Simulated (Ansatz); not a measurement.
Species: CH4S2, SMILES `CSS` (C–S–S–H torsion 87°) (charge 0, multiplicity 1), formula CH4S2.

Question: How many basis functions does frozen-core CCSD(T)/cc-pVQZ // B3LYP-D3(BJ)/def2-TZVP run with Ansatz (a program for electronic structure) use, how many core orbitals are frozen, and how many electrons are correlated?

Answer: 293 basis functions and 11 frozen orbitals, which leaves 20 correlated electrons. Core time is of the order of minutes.
